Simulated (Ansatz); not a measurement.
Ideal-gas functions of AsH3OSi (`O1[SiH2][AsH]1`) at 298.15 K and 1 bar, from an Ansatz frequency run at PBE0-D4/def2-TZVP.

Molar mass 122.03 g/mol, point group C1 (symmetry number 1), electronic degeneracy 1, moments of inertia 30.056, 130.432, 149.742 u Å². Harmonic wavenumbers (cm⁻¹, unscaled): 413, 435, 483, 592, 663, 746, 798, 879, 970, 2143, 2242, 2260.

Use S(trans) = R[1.5 ln M + 2.5 ln T − 1.1517]; rotational temperatures θ = 24.2544 K / I; S(rot) = R[ln(√π/σ · √(T³/θAθBθC)) + 1.5]; for each mode x = 1.438777 ν̃/T, S = R[x/(eˣ − 1) − ln(1 − e⁻ˣ)] and H = RT x/(eˣ − 1); 1 cm⁻¹ = 0.0119627 kJ/mol; R = 8.31446 J/(mol·K).

Question: By hand: the entropy, in J/(mol·K).

Answer: Translation 168.8. Rotation: θ = 0.807, 0.186, 0.162 K, giving 103.7. Vibration, mode by mode: 3.83, 3.52, 2.94, 1.94, 1.48, 1.07, 0.87, 0.64, 0.44, 0.00, 0.00, 0.00, in all 16.7. Electronic 0.0. Sum 289.2 J/(mol·K).

Question: By hand: H − E and G − E in kJ/mol, counted from the electronic energy.

Answer: Zero-point energy ½ × 12624 × 0.0119627 = 75.5; thermal vibration 3.6; translation, rotation and pV give 4 RT = 9.9. H − E = 89.0 kJ/mol, and G − E = 89.0 − 298.15 × 289.2/1000 = 2.8 kJ/mol.

Vibration gives 6 % of the entropy. The sum counts one conformer and one mirror image; others add a mixing term.
